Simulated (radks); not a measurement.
Results of a calculation; reference values are marked as such.
Question: Species: Cs+. Configuration: [Kr] 4d10 5s2 5p4 5d2 (not the ground configuration). Level of theory: Dirac Kohn-Sham, BLYP, spin-unpolarised, spherical densities, finite nucleus; open shells fill j = l - 1/2 first; Fermi nuclear charge, rms radius 4.8041 fm (a radial shooting solver on a logarithmic mesh with Libxc functionals).

Spin-orbit splittings of the eigenvalues, e(l+1/2) - e(l-1/2), with zeta = 2 splitting/(2l+1) and mean radii in bohr:

| shell | occ. | splitting (eV) | zeta (eV) | <r> j=l-1/2 | <r> j=l+1/2 |
|---|---|---|---|---|---|
| 2p | 6 | 352.4 | 235.0 | 0.09402 | 0.09991 |
| 3p | 6 | ? | ? | 0.2887 | 0.3005 |
| 3d | 10 | 14.34 | 5.735 | 0.2714 | 0.2751 |
| 4p | 6 | 13.82 | 9.211 | 0.7203 | 0.7478 |
| 4d | 10 | 2.297 | 0.9187 | 0.8291 | 0.8394 |
| 5p | 4 | 1.837 | 1.225 | 1.938 | 2.022 |
| 5d | 2 | 0.1328 | 0.05314 | 3.222 | 3.271 |

Estimate the 3p splitting.

Answer: 67.52 eV (zeta = 45.02 eV).
